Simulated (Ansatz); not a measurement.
Stretching the Ge1–H3 bond in ClGeH3 (SMILES [Cl][GeH3]) (multiplicity 1 held, fragments rigid). Energies count from the point at 1.533 Å.
Geometry at that point (charge 0, multiplicity 1):
```xyz
5

Ge    -0.68437     0.03164     0.00356
Cl     1.48817    -0.06879    -0.00774
H     -1.06959     1.46669    -0.37373
H     -1.14315    -0.32667     1.42175
H     -1.18623    -0.98290    -1.03035
```

Restricted levels (R-, RO-) in cc, def2 and unpolarised 6-31G sets keep to the state of the molecule at rest. Active spaces are followed from a long bond inwards. Levels need not reach the same state.

Cores are frozen in the correlated methods. Filled d and f shells under p-block atoms count as core.

Programs: Ansatz (Gaussian basis) for Hartree–Fock, density functionals and correlated methods. Values without a source in brackets are computed.

Energies in eV.

| R (Å) | R-MP2/def2-SVP | R-SCS-MP2/def2-SVP | R-CCSD(T)/def2-SVP | R-CCSDT/def2-SVP | FIC-MRCISD+Q on CASSCF(2,2)/def2-SVP |
|---|---|---|---|---|---|
| 1.226 | 1.37 | 1.37 | 1.38 | 1.38 | 1.38 |
| 1.380 | 0.26 | 0.26 | 0.27 | 0.27 | 0.27 |
| 1.533 | 0.00 | 0.00 | 0.00 | 0.00 | 0.00 |
| 1.686 | 0.18 | 0.18 | 0.16 | 0.16 | 0.16 |
| 1.840 | 0.59 | 0.58 | 0.54 | 0.54 | 0.54 |
| 2.070 | 1.35 | 1.34 | 1.24 | 1.23 | 1.24 |
| 2.300 | 2.14 | 2.11 | 1.92 | 1.91 | 1.92 |
| 2.683 | 3.28 | 3.23 | 2.81 | 2.79 | 2.80 |
| 3.066 | 4.13 | 4.04 | 3.31 | 3.31 | 3.31 |
| 3.526 | 4.78 | 4.64 | 3.52 | 3.59 | 3.59 |
| 4.139 | 5.11 | 4.86 | 3.49 | 3.70 | 3.69 |
| 4.906 | 4.88 | 4.45 | 3.39 | 3.73 | 3.72 |

Doubts at one or more of the structures used: a restricted determinant that unrestricted orbitals would lower (R-MP2/def2-SVP, R-SCS-MP2/def2-SVP, R-CCSD(T)/def2-SVP, R-CCSDT/def2-SVP); other coupled-cluster roots lie near (R-CCSD(T)/def2-SVP, R-CCSDT/def2-SVP); T1 above 0.05 (R-CCSD(T)/def2-SVP, R-CCSDT/def2-SVP).

Ansatz is a first-principles code.
